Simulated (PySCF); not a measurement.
Unknowns

[PySCF: structure optimised with GFN2-xTB; σ from GIAO-PBE0/pcSseg-1; isolated molecule; one computed conformer; non-relativistic Hamiltonian; equivalent nuclei averaged]

Referencing at the same level of theory: ¹H (31.72 ppm), ¹³C (186.93 ppm) against TMS. Splittings of carbon signals by F and P are missing where no couplings were computed. Where no couplings were computed, multiplicities follow the n + 1 count of equivalent neighbours, and m marks all less simple cases (inequivalent or close neighbours, rings, F or P nearby). Shifts are as computed. Against solution values, carbons near 30 ppm lie about +3 ppm off and those near 130 ppm about +5 ppm. Of 1309 compounds with measured shifts, 239 miss one by over three times the rms of a fit or turn the order of signals round; such compounds aren't used in these exercises.

Problem. C$_{6}$H$_{10}$O$_{2}$Si. ¹H NMR (500 MHz, computed): δ 10.19 (t, 1H), 4.86 (t, 2H), 2.23 (m, 2H), 1.99 (m, 1H), 1.97 (m, 2H), 0.88 (m, 2H). ¹³C{¹H} NMR (computed): δ 204.3 (CH), 53.1 (C), 38.9 (CH2), 36.0 (CH2), 4.1 (CH). What is it?

Solution. `O=CC[SiH2]O[C@]12C[C@H]1C2`. The formula gives 3 degrees of unsaturation (2 rings in the answer). 5 carbon signals for 6 carbons: some carbons are equivalent by symmetry or fast rotation. Carbon types of the structure: 1 × C, 2 × CH, 3 × CH2, leaving 2 H on heteroatoms. δC 204.3: aldehyde carbonyl carbon; the double bond to the heteroatom, with no lone-pair donor beside it, deshields it most. δC 53.1, 36.0, 4.1: three-membered-ring carbon. δC 38.9: sp3 CH2 bonded to Si, α to a carbonyl; the adjacent C=O deshields it moderately. δH 10.19: hydrogen on an aldehyde carbonyl carbon; the formyl region, downfield of aromatic protons.

The shifts were computed for this structure.

Problem. C$_{5}$H$_{7}$FOSi. ¹H NMR (600 MHz, computed): δ 9.72 (m, 1H), 6.65 (m, 1H), 6.54 (m, 1H), 6.16 (m, 1H), 5.90 (m, 1H), 4.80 (m, 2H). ¹³C{¹H} NMR (computed): δ 212.9 (C), 197.0 (CH), 142.4 (CH2), 138.4 (CH), 124.2 (CH). Give a structure.

Solution. `InChI=1S/C5H7FOSi/c1-2-8-5(6)3-4-7/h2-4H,1,8H2/b5-3-`. Rings plus π bonds: 3 (no ring in the answer). 5 carbon signals for 5 carbons: no two carbons are equivalent. Carbon types of the structure: 1 × C, 3 × CH, 1 × CH2, leaving 2 H on heteroatoms. δC 142.4: terminal =CH2 carbon; the olefinic region. δC 138.4: alkene CH; the olefinic region. δC 124.2: α carbon of a C=C–C=O unit; an sp2 carbon of a C=C bond. δH 9.72: hydrogen on an aldehyde carbonyl carbon; the C=O anisotropy and electron withdrawal place aldehyde protons far downfield.

The shifts were computed for this structure.
